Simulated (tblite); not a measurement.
Species: C5H16O2Si2.
Bonds: C1–C2, C2–C3, C2–C4, C2–C5, C5–O6, O6–Si7, Si7–O8, O8–Si9. Hydrogens: H10, H11, H12 on C1; H13, H14, H15 on C3; H16, H17, H18 on C4; H19, H20 on C5; H21, H22 on Si7; H23, H24, H25 on Si9.

The geometry is computed with GFN2-xTB (gas phase).

List the bond lengths, angles and torsions at this level.

| bond | length (bohr) |
| --- | --- |
| C1–C2, C2–C3, C2–C4 | 2.890 |
| C2–C5 | 2.907 |
| C5–O6 | 2.637 |
| O6–Si7 | 3.040 |
| Si7–O8 | 3.042 |
| O8–Si9 | 3.049 |
| C1–H10 and 8 like bonds | 2.055 |
| C5–H19, C5–H20 | 2.074 |
| Si7–H21, Si7–H22 | 2.764 |
| Si9–H23, Si9–H24, Si9–H25 | 2.763 |

Bonds in one row agree within 0.02 bohr and their mean is given. A selection of angles:
| angle | degrees |
| --- | --- |
| C1–C2–C3 | 110.0 |
| C1–C2–C5 | 108.8 |
| C2–C5–O6 | 110.7 |
| C5–O6–Si7 | 129.3 |
| O6–Si7–O8 | 102.5 |
| Si7–O8–Si9 | 158.5 |

Dihedral angles: C1–C2–C5–O6 -179° (antiperiplanar); C2–C5–O6–Si7 -155° (antiperiplanar); C5–O6–Si7–O8 175° (antiperiplanar); O6–Si7–O8–Si9 151° (antiperiplanar). The mirror-image conformer, all signs reversed, is as good.

O8 (siloxane oxygen) is bent (angle 158.5°). Si9 (oxygen-bound silicon) is distorted tetrahedral (angles from 105.0° to 112.4°). Of the pairs four or more bonds apart, O6···H16 is among the closest relative to their van der Waals radii: 2.49 Å, 92 % of the sum of Bondi's values. Si7 (oxygen-bound silicon) is distorted tetrahedral (angles from 102.5° to 112.2°).

Point group: C1 (no symmetry element, even within 0.4 Å). GFN2-xTB frequencies show an imaginary mode (20i cm⁻¹), so the point is no minimum at that level. 2 starts were optimised and ended at 0.00 and 0.60 kcal/mol (GFN2-xTB); the lowest of these is shown.
